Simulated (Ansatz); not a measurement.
One change: `[GeH3][CH2][TeH]` becomes `FC[TeH]`.

Ansatz, PBE0-D4/def2-TZVP geometries, multiplicity 1. 

Elements past krypton have def2 core potentials. Scalar relativity is left out up to krypton. Spin–orbit coupling is left out; it splits and shifts lone-pair levels of the heavy atoms by tenths of an eV.

```json
{"property": "LUMO energy (PBE/def2-TZVPP) / eV", "`[GeH3][CH2][TeH]`": "-1.59"}
{"property": "LUMO energy (PBE0/def2-TZVPP) / eV", "`[GeH3][CH2][TeH]`": "-0.77"}
{"property": "LUMO energy (ωB97M-V/def2-TZVPP) / eV", "`[GeH3][CH2][TeH]`": "1.01"}
{"property": "HOMO–LUMO gap (ωB97M-V/def2-TZVPP) / eV", "`[GeH3][CH2][TeH]`": "9.30"}
{"property": "size of the dipole moment (ωB97M-V/def2-TZVPP) / D", "`[GeH3][CH2][TeH]`": "1.06"}
{"property": "HOMO energy (PBE0/def2-TZVPP) / eV", "`[GeH3][CH2][TeH]`": "-6.17"}
```

(1) Give the same properties after the change, and the shifts. (An estimate is asked.)

Answers

(1) The calculation gave: 
```
                                          property  `FC[TeH]`  shift
                 LUMO energy (PBE/def2-TZVPP) / eV      -1.68  -0.09
                LUMO energy (PBE0/def2-TZVPP) / eV      -0.87  -0.10
             LUMO energy (ωB97M-V/def2-TZVPP) / eV       0.93  -0.08
           HOMO–LUMO gap (ωB97M-V/def2-TZVPP) / eV       9.61   0.31
size of the dipole moment (ωB97M-V/def2-TZVPP) / D       1.42   0.36
                HOMO energy (PBE0/def2-TZVPP) / eV      -6.56  -0.39
```

With PBE0 the HOMO falls by 0.39 eV and the LUMO falls by 0.10 eV, so the gap widens by about 0.29 eV. PBE moves the HOMO by -0.37 eV and ωB97M-V by -0.38 eV. Dipoles are sizes alone; their direction can turn.
